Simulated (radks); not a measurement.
The numbers below are computed, except where a source is named.
Effect of the nuclear size on the lead ion Pb2+, [Hg]. Level of theory: Dirac Kohn-Sham, BLYP, spin-unpolarised, spherical densities, finite nucleus; Fermi nuclear charge, rms radius 5.5012 fm (a radial shooting solver on a logarithmic mesh with Libxc functionals). The rms radius is varied about that value; shifts are against it.

rms radius (fm)  total energy shift (eV)  density at nucleus (e/bohr^3)  1s1/2 shift (meV)  2s1/2 shift (meV)  4p1/2 shift (meV)  5s1/2 shift (meV)  5p1/2 shift (meV)  6s1/2 shift (meV)  6p1/2 (empty) shift (meV)
4.5055                             -43.9                      2.986e+06             -17500              -2660              -3.28              -31.8              0.694              -3.63                      0.563
5.0721                             -19.5                      2.836e+06              -7770              -1180              -1.47              -14.1              0.307              -1.62                      0.250
5.5012                                 0                      2.737e+06              0.000              0.000              0.000              0.000              0.000              0.000                      0.000
6.0348                              25.5                      2.629e+06              10200               1540               1.93               18.5             -0.398               2.11                     -0.326
6.5959                              53.8                      2.529e+06              21400               3250               4.09               38.9             -0.835               4.45                     -0.687

Slopes of the eigenvalues against <r^2> in GHz/fm^2, as finite differences over the two radii next to the reference (eigenvalue slopes, not the field-shift constants of lines): 1s1/2 405000, 2s1/2 61600, 4p1/2 76.8, 5s1/2 737, 5p1/2 -16.0, 6s1/2 84.3, 6p1/2 (empty) -13.0.
